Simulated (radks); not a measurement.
Spherical jellium clusters: N electrons in a uniform positive sphere of charge N and radius rs N^(1/3), rs = 2.72 bohr. Method: non-relativistic Kohn-Sham, PBE, spin-polarised, spherical densities; computed with a radial shooting solver with Libxc functionals. Levels are named by radial order and angular momentum (1s, 1p, 1d, 2s, ...), and open shells are averaged over m.

N = 21, configuration 1s2 1p6 1d10 2s2 1f(up 1, down 0). This is the lowest configuration that the search found. Occupied and some empty levels:

level    occupation  eigenvalue (eV)  <r> (bohr)
1s up             1          -8.1781       4.684
1s down           1          -8.1423       4.624
1p up             3          -6.5723       5.607
1p down           3          -6.4947       5.560
1d up             5          -4.5922       6.328
1d down           5          -4.4813       6.296
2s up             1          -3.7614       5.569
2s down           1          -3.6857       5.587
1f up             1          -2.3656       7.074
1f down           0          -2.2337       7.065
2p up             0          -1.6113       7.569
2p down           0          -1.5381       7.582
1g up             0        -0.082864       8.398

Energy (eV): total -30.4519, kinetic 71.317, external -1866.8, Hartree 910.45, exchange-correlation -104.90, background 959.47.

Electron density:

r (bohr)  n(r) (e/bohr^3)
0.560             0.01538
1.18              0.01430
1.81              0.01295
2.43              0.01187
3.06              0.01145
3.68              0.01173
4.30              0.01229
4.93              0.01250
5.55              0.01175
6.18             0.009892
6.80             0.007289
7.42             0.004669
8.05             0.002652
8.67             0.001391
9.30            0.0006970
9.92            0.0003413
10.5            0.0001663
11.2           0.00007969
11.8           0.00003854
12.4           0.00001839
